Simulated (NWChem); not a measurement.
**Lowest excitation of CH3Mg (+1)**

```
C
H 1 1.1071
H 1 1.1071 2 112.43
H 1 1.1071 2 112.43 3 128.08
Mg 1 2.1038 2 106.33 3 -115.96
```
Charge +1, spin multiplicity 1.

Program: NWChem. All single points use one geometry, from PBE/def2-SVP, a minimum by its harmonic frequencies.

Basis set: def2-SVPD.

| method | lowest vertical singlet excitation energy (eV) | relative cost | difference from EOM-CCSD |
|---|---|---|---|
| TD-B3LYP | 4.41 | under 3 | +0.35 |
| EOM-CCSD | 4.06 | under 3 | 0.00 |
| TD-PBE0 | 4.39 | under 3 | +0.34 |
| CIS | 4.60 | under 3 | +0.54 |
| TD-PBE | 4.39 | 1 | +0.33 |

The values span 0.54 eV, from EOM-CCSD (lowest) to CIS (highest). Relative cost: rough, from shared machines, SCF included, TD-PBE = 1.

The correlated methods keep 6 core orbitals frozen. B3LYP has NWChem's definition, with VWN1-RPA local correlation. The spin multiplicity of the parent species was assumed, not shown to be that of its ground state. The structure started from a generated list of species. No row is a measurement; the coupled-cluster row has its own basis-set and correlation limits.
